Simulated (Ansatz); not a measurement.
`[Cl][InH2]` + H–F → `[F][InH2]` + HCl at 298.15 K and 1 bar (ligand exchange at the In–Cl bond).

Gas-phase electronic energies from Ansatz, PBE0-D4/def2-TZVP geometries. CCSD(T)/CBS is the MP2 limit (def2-TZVPP, def2-QZVPP) plus CCSD(T) − MP2 in def2-TZVPP, frozen cores. This one scheme is used for every species. Elements past krypton have def2 core potentials. For In outer-core shells are correlated without core-valence functions, which leaves a few kJ/mol of doubt a bond.

```json
{"species": "`[Cl][InH2]`", "CCSD(T)/CBS energy (Eh)": "-650.81839", "H − E (kJ/mol)": "46.3", "S (J/(mol·K))": "276.1"}
{"species": "H–F", "CCSD(T)/CBS energy (Eh)": "-100.39570", "H − E (kJ/mol)": "33.5", "S (J/(mol·K))": "173.6"}
{"species": "`[F][InH2]`", "CCSD(T)/CBS energy (Eh)": "-290.81142", "H − E (kJ/mol)": "47.3", "S (J/(mol·K))": "264.9"}
{"species": "HCl", "CCSD(T)/CBS energy (Eh)": "-460.38127", "H − E (kJ/mol)": "26.6", "S (J/(mol·K))": "186.8"}
```

H − E and S are ideal-gas, rigid-rotor, harmonic terms from PBE0-D4/def2-TZVP. 1 Eh = 2625.50 kJ/mol, R = 8.31446 J/(mol·K).

**Question.** By hand: ΔE, ΔH, ΔS and ΔG.

**Answer.** ΔE = (-290.81142) + (-460.38127) − (-650.81839) − (-100.39570) = 0.02140 Eh = 56.2 kJ/mol. Δ(H − E) = 47.3 + 26.6 − 46.3 − 33.5 = -5.9, so ΔH = 50.3 kJ/mol. ΔS = 264.9 + 186.8 − 276.1 − 173.6 = 2.0 J/(mol·K). ΔG = 50.3 − 298.15 × (2.0)/1000 = 49.7 kJ/mol.

**Question.** By hand: the equilibrium constant, and the temperature at which ΔG would vanish if ΔH and ΔS stayed fixed.

**Answer.** log₁₀ K = −ΔG/(RT ln 10) = -8.7. ΔG = 0 at ΔH/ΔS = 25150 K, far beyond where these terms or the molecules hold.

The number of gas molecules stays the same, so ΔS is small and ΔH decides. A doubt of 5 kJ/mol in ΔE shifts log₁₀ K by 0.9 here. These are equilibria of isolated gas molecules and say nothing of rates. Largest T1 diagnostic: 0.016 (customary marks: 0.02 for closed shells, 0.045 for open ones).
